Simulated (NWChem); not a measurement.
**Electron attachment to C2F3**

```xyz
5

F     -0.0816     1.9464     0.0000
C      0.5507     0.8161     0.0000
C      0.0811    -0.4183     0.0000
F     -1.1940    -0.7376     0.0000
F      0.8544    -1.4740     0.0000
```
Charge 0, spin multiplicity 2.

The numbers come from NWChem runs, not from measurements. All single points use one geometry, from UPBE0/def2-SVP, a minimum by its harmonic frequencies.

Basis set: def2-SVPD. The species with one electron more has spin multiplicity 1 and keeps the geometry of the parent. Δ marks differences of total energies (open shells unrestricted). −ε marks an orbital energy of the parent. That orbital need not have the symmetry of the hole or added electron in the Δ rows. The basis adds only a small set of diffuse functions.

The structure started from a generated list of species. The unpaired electrons of the parent sit in orbitals of symmetry a' (Cs labels of the run); other states weren't searched. No SCF solution was tested for a lower state.

Task: One of these methods gave a vertical electron affinity of 4.72 eV. Which?
A) ΔPBE
B) G0W0@LDA (SVWN5)
C) −ε(beta LUMO) of PBE
D) −ε(beta LUMO) of TPSS

Result: C, −ε(beta LUMO) of PBE. The others give 1.27 (ΔPBE), 4.51 (−ε(beta LUMO) of TPSS), 1.62 (G0W0@LDA (SVWN5)).
